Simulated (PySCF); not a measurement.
Dipole response of Al⁺ (aluminium, charge +1)

[Ne] 3s2, closed-shell 1S. Calculation: PySCF 2.14, in dyall-acv3z; no relativity, point nucleus. Coupled (time-dependent) response in atomic units; α is the mean over directions.

| method | mean α (bohr³) | C₆ (like pair) | S(−4) |
| --- | --- | --- | --- |
| UHF | 26.43 | 140.4 | 380.8 |
| PBE | 24.32 | 123.5 | 327.0 |
| PBE0 | 24.84 | 127.6 | 339.9 |
| TPSSh | 25.61 | 134.7 | 355.1 |
| B97-3 | 24.98 | 128.7 | 343.5 |

S(−4) is the Cauchy moment in α(ω) = α(0) + S(−4) ω² + …

α(iu) at B97-3:

| u (hartree) | α(iu) (bohr³) |
| --- | --- |
| 0 | 24.98 |
| 0.0500 | 24.15 |
| 0.100 | 21.97 |
| 0.200 | 16.17 |
| 0.300 | 11.28 |
| 0.500 | 5.847 |
| 0.750 | 3.125 |
| 1.00 | 1.969 |
| 1.50 | 1.045 |
| 2.00 | 0.6874 |
| 3.00 | 0.3965 |
| 5.00 | 0.2010 |

A single London oscillator, α(iu) = α/(1 + u²/ω²), gives C₆ = (3/4) ω α². Matching the computed C₆ needs ω = 4 × 128.7 / (3 × 24.98²) = 0.275 hartree.

For an ion, C₆ is the dispersion term alone; charge-induced terms of lower order in 1/R come first.
